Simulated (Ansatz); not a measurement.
Reaction (formal exchange of groups at the Sn–Si bond): `S=C[SiH2][SnH3]` + `[SiH3][AlH][Cl]` → `[SiH3][Al]([Cl])[SnH3]` + `[SiH3]C=S`

Gas-phase electronic energies from Ansatz, PBE0-D4/def2-TZVP geometries. CBS: MP2 limit from def2 TZ/QZ plus the TZ coupled-cluster correction, frozen cores. DFT in def2-TZVPP. Elements past krypton have def2 core potentials. For Sn outer-core shells are correlated without core-valence functions, which leaves a few kJ/mol of doubt a bond. One conformer a species, not always the lowest.

| level | ΔE (kcal/mol) |
| --- | --- |
| ωB97M-V | -3.9 |
| PBE | -3.9 |
| HF/def2-TZVPP | -5.2 |
| SCS-MP2/def2-TZVPP | -4.4 |
| CCSD(T)/def2-TZVPP | -4.5 |
| HF/def2-QZVPP | -5.1 |
| MP2/def2-QZVPP | -3.9 |
| CCSD/CBS(def2) | -4.5 |

(1) What does CCSD(T)/CBS give? (Estimate.)

Largest T1 diagnostic among the species: 0.015.

## Answers

(1) Computed: -4.3 kcal/mol. The listed levels differ from it by 0.4, 0.4, -0.9, -0.1, -0.2, -0.8, 0.4, -0.2 kcal/mol.

In def2-TZVPP, CCSD(T) changes the Hartree–Fock value by +0.8 kcal/mol (the triples alone add +0.2 kcal/mol) and MP2 by +1.2 kcal/mol.
